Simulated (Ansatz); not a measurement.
Consider the formal exchange of groups at a B–Al bond: `[BH2][AlH][CH2]OC` + `C=CS` → `BC(=C)S` + `CO[CH2][AlH2]`.

Gas-phase electronic energies from Ansatz, PBE0-D4/def2-TZVP geometries. CCSD(T)/CBS adds triple-zeta CCSD(T) − MP2 to the extrapolated MP2 energy (def2 sets, frozen cores). This one scheme is used for every species. Each species was taken in one conformer, which may not be the lowest.

| species | CCSD(T)/CBS(def2) energy (Eh) |
| --- | --- |
| `[BH2][AlH][CH2]OC` | -422.81168 |
| `C=CS` | -476.25541 |
| `BC(=C)S` | -501.63858 |
| `CO[CH2][AlH2]` | -397.45414 |

(1) Work out ΔE.

Largest T1 diagnostic among the species: 0.014.

Results:

(1) ΔE = (-501.63858) + (-397.45414) − (-422.81168) − (-476.25541) = -0.02563 Eh = -67.3 kJ/mol.

In def2-TZVPP, CCSD(T) changes the Hartree–Fock value by +32.6 kJ/mol (the triples alone add +3.7 kJ/mol) and MP2 by +22.7 kJ/mol. From PBE to PBE0 (25 % exact exchange), in def2-TZVPP and without D4, ΔE moves by −11.9 kJ/mol. Leaving LDA and LC-ωPBE aside and taking each functional with its dispersion term where it has one, the values, not all of them listed here, spread over 36.3 kJ/mol, from BHLYP-D4 to PBE-D4. LDA lies +12.9 kJ/mol from PBE without D4.
